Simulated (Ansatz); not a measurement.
Ansatz results at the PBE0-D4/def2-TZVP geometry: HOMO energy (B3LYP/def2-TZVPP) -7.44 eV; HOMO energy (PBE/def2-TZVPP) -6.17 eV; size of the dipole moment (ωB97M-V/def2-TZVPP) 1.47 D.

Each molecule was computed in one conformer, which needn't be the lowest.

**Question.** Which molecule gave them?
A. `NBC(F)F`
B. `[SiH3][BH][AlH][SiH3]`
C. `[CH2]1[CH2][AlH]1`
D. `CC[O][Zn][Cl]`

**Answer.** D. The others give `[SiH3][BH][AlH][SiH3]`: -6.90, -6.05, 0.84; `[CH2]1[CH2][AlH]1`: -5.64, -4.75, 0.93; `NBC(F)F`: -8.46, -6.96, 2.89.

B3LYP here is the variant with VWN-RPA as its local correlation; programs differ in this.
